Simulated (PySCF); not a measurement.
## CoCl₂: breathing scan

Level of theory: UwB97X in PySCF with Co def2-TZVP, Cl def2-TZVP; no relativity; density-fitted integrals.

Rigid scan from the quartet minimum (Co–Cl 2.082 Å (×2); Cl–Co–Cl 180.0°). Coordinate: all bonds to the central atom scaled together. Energies in kJ/mol from the minimum.

| scale of all bonds to the centre | E (kJ/mol) | ⟨S²⟩ |
| --- | --- | --- |
| 0.88 | 151.3 | 3.77 |
| 0.92 | 58.5 | 3.76 |
| 0.96 | 12.7 | 3.76 |
| 1.00 | 0.0 | 3.76 |
| 1.04 | 10.3 | 3.76 |
| 1.08 | 36.4 | 3.76 |
| 1.14 | 94.4 | 3.76 |
| 1.22 | 190.4 | 3.76 |
| 1.35 | 359.0 | 3.76 |

Other spin states or occupations of the open shell can lie lower.

Other isomers or separated fragments may lie lower.
